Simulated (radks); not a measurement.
Results of a calculation; reference values are marked as such.
Question: Eu11+, configuration [Kr] 4d10 4f4 5s2 (the NIST ground configuration). Level of theory: Dirac Kohn-Sham, relativistic LDA (MacDonald-Vosko exchange, VWN5 correlation), spin-unpolarised, spherical densities, finite nucleus; open shells fill j = l - 1/2 first; Fermi nuclear charge, rms radius 5.1115 fm (a radial shooting solver on a logarithmic mesh with Libxc functionals). Some entries of the table are withheld. Estimate them.

orbital,occ.,eigenvalue (hartree),r(max) (bohr),<1/r> (bohr^-1)
1s1/2,2,-1771.443,(1),69.92
2s1/2,2,(2),0.08102,16.66
2p1/2,2,-282.7142,(3),16.65
2p3/2,4,-259.1617,(4),14.79
3s1/2,2,-71.11049,(5),6.067
3p1/2,2,-64.77109,0.2167,5.988
3p3/2,4,-59.96528,0.2289,5.517
3d3/2,4,-48.89255,0.1818,5.398
3d5/2,6,-47.84134,0.1853,5.280
4s1/2,2,(6),0.5270,2.560
4p1/2,2,-17.26875,0.5310,2.461
4p3/2,4,-16.17229,0.5565,2.303
4d3/2,4,-12.05661,0.5629,2.105
4d5/2,6,-11.85298,0.5710,2.067
5s1/2,2,-7.62360,1.136,1.146
4f5/2,4,-6.90710,0.5529,1.697
4f7/2,0,-6.87419,0.5566,1.685
5p1/2,0,-6.77023,1.195,1.078
5p3/2,0,-6.51252,1.244,1.030
6s1/2,0,-4.05607,2.123,0.6506

Answer: 
(1) 1s1/2 r(max) (bohr): 0.01426
(2) 2s1/2 eigenvalue (hartree): -297.2398
(3) 2p1/2 r(max) (bohr): 0.06123
(4) 2p3/2 r(max) (bohr): 0.06695
(5) 3s1/2 r(max) (bohr): 0.2298
(6) 4s1/2 eigenvalue (hartree): -19.74076
